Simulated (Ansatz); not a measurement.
Steps of a relaxation of `[NH3+][B-](O)(O)O` with RKS PBE0-D4/def2-TZVP.

```sh
$ ansatz run in.yaml --threads 4 --pin off --events-out ev --progress --plain --max-ram 10444MiB
```

```yaml
crystal:
  periodic: [false, false, false]
  atoms:
    - {symbol: N, position_ang: [-1.269342, 0.347109, 0.141105]}
    - {symbol: B, position_ang: [0.412223, -0.117079, -0.041904]}
    - {symbol: O, position_ang: [0.651980, -0.898521, 1.138538]}
    - {symbol: O, position_ang: [1.084452, 1.150607, -0.088137]}
    - {symbol: O, position_ang: [0.399679, -0.851917, -1.275358]}
    - {symbol: H, position_ang: [-1.373488, 1.012699, 0.918040]}
    - {symbol: H, position_ang: [-1.846795, -0.481016, 0.336930]}
    - {symbol: H, position_ang: [-1.611860, 0.790841, -0.721071]}
    - {symbol: H, position_ang: [1.365091, -0.456587, 1.629882]}
    - {symbol: H, position_ang: [1.540910, 1.196498, -0.945317]}
    - {symbol: H, position_ang: [0.712350, -1.749734, -1.072107]}
basis:
  gaussian: {orbitals: def2-TZVP}
hamiltonian: {xc: pbe0, dispersion: d4}
relax: {f_tol: 0.005, max_steps: 150}
```

Positions (Å) and forces (eV/Å) along the path, 6 of 6 steps:

```xyz
11
step=1 energy=-8404.2000 eV
N    -1.269    0.347    0.141   -0.410    0.110    0.045
B     0.412   -0.117   -0.042   -0.217    0.061    0.023
O     0.652   -0.899    1.139    0.526    0.559    0.035
O     1.084    1.151   -0.088    0.204   -0.338   -0.657
O     0.400   -0.852   -1.275    0.291   -0.504    0.510
H    -1.373    1.013    0.918    0.081   -0.389   -0.456
H    -1.847   -0.481    0.337    0.356    0.479   -0.111
H    -1.612    0.791   -0.721    0.219   -0.267    0.499
H     1.365   -0.457    1.630   -0.511   -0.365   -0.259
H     1.541    1.196   -0.945   -0.295    0.070    0.606
H     0.712   -1.750   -1.072   -0.244    0.585   -0.235
11
step=2 energy=-8404.2344 eV
N    -1.262    0.345    0.140   -0.092    0.023    0.007
B     0.409   -0.116   -0.042   -0.141    0.038    0.016
O     0.653   -0.896    1.133    0.165    0.235   -0.039
O     1.084    1.145   -0.089    0.030   -0.174   -0.231
O     0.403   -0.851   -1.271    0.090   -0.139    0.240
H    -1.362    1.010    0.905    0.046   -0.102   -0.117
H    -1.831   -0.474    0.342    0.112    0.112   -0.028
H    -1.601    0.777   -0.716    0.077   -0.074    0.120
H     1.348   -0.457    1.633   -0.147   -0.141   -0.034
H     1.527    1.205   -0.941   -0.065    0.070    0.184
H     0.698   -1.746   -1.076   -0.076    0.151   -0.118
11
step=3 energy=-8404.2414 eV
N    -1.254    0.343    0.139    0.024   -0.007    0.000
B     0.405   -0.115   -0.041   -0.100    0.026    0.009
O     0.650   -0.892    1.132    0.014    0.031   -0.027
O     1.079    1.143   -0.090   -0.002   -0.039   -0.017
O     0.400   -0.850   -1.266    0.017    0.000    0.039
H    -1.347    1.011    0.895    0.008    0.022    0.021
H    -1.816   -0.474    0.349   -0.007   -0.029    0.009
H    -1.590    0.765   -0.718    0.000    0.007   -0.030
H     1.336   -0.461    1.643    0.016   -0.022    0.049
H     1.518    1.219   -0.938    0.028    0.048   -0.012
H     0.683   -1.746   -1.084    0.002   -0.037   -0.042
11
step=4 energy=-8404.2422 eV
N    -1.251    0.342    0.140   -0.046    0.014   -0.004
B     0.398   -0.114   -0.041    0.134   -0.035   -0.003
O     0.651   -0.891    1.132   -0.055   -0.008   -0.005
O     1.079    1.142   -0.091   -0.051    0.013    0.027
O     0.401   -0.851   -1.266   -0.051    0.038   -0.005
H    -1.344    1.023    0.886    0.022   -0.016   -0.017
H    -1.813   -0.473    0.364    0.025    0.008   -0.001
H    -1.592    0.751   -0.724    0.015   -0.011    0.009
H     1.334   -0.470    1.655    0.006    0.016   -0.011
H     1.522    1.234   -0.935   -0.003   -0.018   -0.010
H     0.680   -1.751   -1.098    0.004   -0.001    0.020
11
step=5 energy=-8404.2430 eV
N    -1.252    0.342    0.139    0.004   -0.001    0.001
B     0.401   -0.114   -0.041    0.007   -0.002   -0.001
O     0.647   -0.897    1.129   -0.002    0.006    0.000
O     1.078    1.143   -0.083   -0.003   -0.001   -0.003
O     0.400   -0.844   -1.269   -0.002   -0.003    0.004
H    -1.336    1.040    0.869   -0.002    0.002    0.001
H    -1.806   -0.470    0.388   -0.002   -0.001    0.001
H    -1.598    0.727   -0.733   -0.002    0.000   -0.001
H     1.330   -0.476    1.653    0.000   -0.003    0.001
H     1.521    1.236   -0.927    0.001    0.002    0.003
H     0.679   -1.745   -1.103    0.001    0.001   -0.004
11
step=6 energy=-8404.2430 eV
N    -1.252    0.342    0.139    0.000    0.000    0.000
B     0.402   -0.114   -0.041   -0.001    0.000    0.000
O     0.646   -0.897    1.129    0.000   -0.001    0.001
O     1.077    1.143   -0.083    0.001    0.001    0.000
O     0.399   -0.843   -1.270    0.000   -0.001   -0.001
H    -1.337    1.044    0.866    0.000    0.001    0.001
H    -1.806   -0.469    0.392    0.000   -0.001    0.001
H    -1.599    0.723   -0.734    0.000    0.000   -0.001
H     1.331   -0.479    1.652    0.000    0.000    0.000
H     1.523    1.236   -0.926    0.000    0.000    0.000
H     0.681   -1.744   -1.105    0.000    0.000    0.000
```

It took 16 s on 4 threads of an Arm Neoverse V1 on a shared host, with 0.42 GiB of host memory at the peak.
